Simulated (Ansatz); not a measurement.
C₈H₁₁IS⁻, that is dimethylphenylsulfonium iodide with one electron more. Total charge -1; doublet. Geometry PBE0-D4/def2-SVP, that of the neutral singlet; atoms count from 1.

Cartesian coordinates in Å:
```
C 0.9999 -2.1567 -0.3336
S 1.4704 -0.4177 -0.2964
C 1.9320 -0.1457 1.4238
C -0.1864 0.3389 -0.2862
C -0.3993 1.2847 -1.2879
C -1.6338 1.9280 -1.3760
C -2.6431 1.6241 -0.4663
C -2.4229 0.6774 0.5358
C -1.1945 0.0295 0.6291
H 0.5865 -2.3390 -1.3348
H 1.9448 -2.7080 -0.2064
H 0.2569 -2.3707 0.4459
H 2.8911 -0.6728 1.5439
H 2.0739 0.9374 1.5344
H 1.1458 -0.5121 2.0962
H 0.3998 1.5149 -1.9978
H -1.8038 2.6686 -2.1605
H -3.6095 2.1288 -0.5343
H -3.2149 0.4397 1.2497
H -1.0366 -0.7093 1.4185
I 4.4440 -1.5402 -0.5970
```

In the def2 sets I takes a core potential; there is no spin–orbit coupling. The highest occupied level of the charge -1 doublet lies above zero (up to 1.05 eV). By energy differences its removal costs 0.48 eV (vertical, to the charge 0 singlet, at PBE0-D4/def2-TZVP); self-interaction error and the lack of diffuse functions both raise the level.

Estimate the Mulliken populations from the PBE0/def2-TZVP orbitals of Ansatz.


| atom | charge (e) | spin (α − β) |
| --- | --- | --- |
| C1 | -0.32 | 0.02 |
| S2 | 0.19 | 0.12 |
| C3 | -0.32 | 0.02 |
| C4 | 0.12 | 0.21 |
| C5 | -0.18 | -0.01 |
| C6 | -0.17 | 0.12 |
| C7 | -0.20 | 0.34 |
| C8 | -0.12 | -0.12 |
| C9 | -0.33 | 0.33 |
| H10 | 0.13 | 0.01 |
| H11 | 0.17 | 0.01 |
| H12 | 0.12 | 0.00 |
| H13 | 0.17 | 0.01 |
| H14 | 0.13 | 0.01 |
| H15 | 0.12 | 0.00 |
| H16 | 0.10 | 0.00 |
| H17 | 0.06 | -0.01 |
| H18 | 0.06 | -0.03 |
| H19 | 0.06 | 0.01 |
| H20 | 0.07 | -0.03 |
| I21 | -0.86 | 0.00 |
Mulliken values and Mayer orders depend strongly on the basis.

Where does the spin sit?

Summed by element: C 0.92, S 0.12, H -0.04, I 0.00, of 1 unpaired in all. Largest on single atoms: C7 0.34, C9 0.33, C4 0.21.

And the Mayer bond orders between bonded heavy atoms (over 0.3)?

C1–S2 0.94 (1.80 Å); S2–C3 0.94 (1.80 Å); S2–C4 1.05 (1.82 Å); C4–C5 1.27 (1.39 Å); C4–C9 1.13 (1.40 Å); C5–C6 1.55 (1.39 Å); C6–C7 1.22 (1.39 Å); C7–C8 1.41 (1.40 Å); C8–C9 1.51 (1.39 Å).
